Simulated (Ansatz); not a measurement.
**One elementary step**

Start structure (BH$_{4}$O$_{2}$F, closed shell), relaxed at PBE0-D4/def2-TZVP:

B1  (-0.704, 0.216, 0.155)
F2  (-0.387, 1.384, -0.432)
O3  (-1.222, -0.797, -0.576)
O4  (-0.514, 0.044, 1.482)
H5  (2.237, -0.223, -0.679)
H6  (2.044, -0.866, -0.352)
H7  (-1.314, -0.576, -1.505)
H8  (-0.140, 0.819, 1.907)
(Å)

The step: BH₂O₂F ([OH][B]([OH])[F]) + H₂ → BH₃O₂ ([OH][BH][OH]) + HF; bonds formed: B1–H6, F2–H5; bonds broken: B1–F2, H5–H6. Program: Ansatz 0.2.0. Basis: def2-TZVPP and def2-QZVPP. Cores are frozen in the correlated methods. Extrapolation: Hartree–Fock as exp(−7.88 √X), correlation as X^−2.97. Energies below are by CCSD(T) at an estimated basis limit (MP2 extrapolated from triple and quadruple zeta, plus CCSD(T) − MP2 in triple zeta).

What are the electronic barrier and the energy of the step, from the start structure to the end structure? (An estimate is asked for; the value comes from the calculation.)

The calculation gives: Barrier 59.62 kcal/mol; step energy 27.31 kcal/mol (uphill); reverse barrier, their difference, 32.31 kcal/mol. Barrier and step energy count from the start structure, the reverse barrier from the end structure.

The saddle point: One imaginary mode of 1158i cm⁻¹.
```json
{"pair": "B1–H6", "start (Å)": "3.00", "saddle (Å)": "1.38", "end (Å)": "1.21"}
{"pair": "F2–H5", "start (Å)": "3.09", "saddle (Å)": "1.17", "end (Å)": "0.93"}
{"pair": "B1–F2", "start (Å)": "1.34", "saddle (Å)": "1.72", "end (Å)": "3.35"}
{"pair": "H5–H6", "start (Å)": "0.75", "saddle (Å)": "1.01", "end (Å)": "1.68"}
```

Zero-point energy (harmonic, PBE0-D4): ZPE is 30.34 kcal/mol at the start and 32.08 kcal/mol at the saddle, so the barrier goes from 59.62 to 61.36 kcal/mol.

No T1 diagnostic of these runs exceeds 0.014.

Labels in which every atom is bracketed show which atoms are joined, not bond orders.

For scale, one of the runs: CCSD(T)/def2-TZVPP, 180 basis functions, launched by `ansatz run in.yaml --threads 2 --pin off --events-out ev --progress --plain --max-ram 4352MiB`. Time: 65 s of wall clock on 2 CPU threads of an Arm Neoverse V1; the host was shared. Peak host memory: 1.9 GiB.
